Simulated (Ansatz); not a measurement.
A structure relaxed at PBE0-D4/def2-TZVP in Ansatz, charge 0, quintet:

Cartesian coordinates in Å:
```
Cr -0.0001 0.0002 -0.0004
I 0.8957 2.2653 0.7029
I -0.8956 -2.2655 -0.7025
```

(1) Give its formula, name or SMILES and point group.

(2) Summarise the bond lengths by kind (pairs closer than 1.2 times the sum of covalent radii, bridged metal pairs left out).

Results:

(1) CrI₂. Point group D∞h (tolerance 0.1 Å).

(2) 2 × Cr–I 2.54 Å. The metal has 2 neighbours: I 2.54 Å, I 2.54 Å.

In the def2 sets I takes a core potential; there is no spin–orbit coupling. The charge 0 quintet is spin-contaminated (final ⟨S²⟩ up to 6.14, 6.00 for a pure state). The relaxation made no stability test and no search for a lower SCF solution.
